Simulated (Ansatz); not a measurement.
Start from `C/C=C/O` and change one atom or group (the configuration at the double bond changes too) to get `O/C=[CH]\[AlH2]`.

Ansatz, PBE0-D4/def2-TZVP geometries, multiplicity 1. Each molecule was computed in one conformer, which needn't be the lowest.

```csv
property,`C/C=C/O`
HOMO–LUMO gap (PBE0/def2-TZVPP) / eV,7.41
size of the dipole moment (PBE/def2-TZVPP) / D,1.11
HOMO–LUMO gap (ωB97M-V/def2-TZVPP) / eV,11.29
HOMO energy (B3LYP/def2-TZVPP) / eV,-6.20
HOMO energy (PBE0/def2-TZVPP) / eV,-6.40
LUMO energy (PBE/def2-TZVPP) / eV,-0.01
```

Task: What does the change do to each property? (An estimate is asked.)

Result: Computed: 
```tsv
property	`O/C=[CH]\[AlH2]`	shift
HOMO–LUMO gap (PBE0/def2-TZVPP) / eV	5.41	-2.00
size of the dipole moment (PBE/def2-TZVPP) / D	0.33	-0.78
HOMO–LUMO gap (ωB97M-V/def2-TZVPP) / eV	9.26	-2.03
HOMO energy (B3LYP/def2-TZVPP) / eV	-6.85	-0.65
HOMO energy (PBE0/def2-TZVPP) / eV	-7.08	-0.68
LUMO energy (PBE/def2-TZVPP) / eV	-2.44	-2.43
```

With PBE0 the HOMO falls by 0.68 eV and the LUMO falls by 2.68 eV, so the gap narrows by about 2.00 eV. PBE moves the HOMO by -0.76 eV and ωB97M-V by -0.63 eV. The zero-point energy changes by -63.1 kJ/mol with -3 modes. Dipoles are sizes alone; their direction can turn.

B3LYP here is the variant with VWN-RPA as its local correlation; programs differ in this.
